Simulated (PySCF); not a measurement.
Sb(Br)2(OH) (Br2HOSb), SMILES [OH][Sb]([Br])[Br].

The structure is a stationary point at PBE0-D3(BJ)/def2-SVP. The structure was generated by enumeration; whether it is a known compound was not checked. The def2 effective core potentials stand for the cores of Sb; spin–orbit coupling is left out. Other conformers were not sampled.

Level of theory: PBE0-D3(BJ)/def2-SVP in PySCF.

Frequencies are harmonic and unscaled.

**Question.** Give all harmonic wavenumbers and intensities. (An estimate is asked for; the answer gives what the named calculation found.)

**Answer.** 
```
mode  ν (cm⁻¹)  IR (km/mol)  moving atoms (share of kinetic energy)
----  --------  -----------  --------------------------------------
1           82          0.7                        Br 81 %, Sb 16 %
2          110         11.2                 O 50 %, H 35 %, Br 12 %
3          158          9.7         O 58 %, Br 17 %, Sb 16 %, H 9 %
4          245          3.1                Br 53 %, Sb 32 %, H 11 %
5          257         22.1                        Br 58 %, Sb 41 %
6          272        190.3                 H 53 %, O 29 %, Sb 12 %
7          635         97.0                         O 87 %, Sb 12 %
8          853         65.0                                  H 92 %
9         3852         99.4                                  H 94 %
```
